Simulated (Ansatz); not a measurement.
Basis-set extrapolation for `C1C[O][AlH][CH2]1` (PBE0-D4/def2-TZVP geometry, frozen core, the Gaussian-basis code of Ansatz). Multiplicity 1, RHF reference.

|  | def2-TZVPP | def2-QZVPP |
| --- | --- | --- |
| HF | -434.575615 | -434.591903 |
| MP2 correlation | -0.826303 | -0.883238 |
| CCSD(T) correlation | -0.899724 | not run |

Energies in hartree. Use E(X) = E(∞) + A·exp(−7.88·√X) for Hartree–Fock and E(X) = E(∞) + B·X^(−2.97) for correlation, with X = 3 and 4, and add CCSD(T) minus MP2 of the smaller set to the MP2 limit.

Problem. What is the CCSD(T) energy at the basis-set limit?

Solution. HF limit: -434.591903 + (-0.016288) × 0.13774 = -434.59415. MP2 limit: -0.883238 + (-0.056935) × 0.74074 = -0.92541. Higher-order term: -0.899724 − (-0.826303) = -0.07342. Total: -435.59298 hartree, 3.20 eV below CCSD(T)/def2-TZVPP.
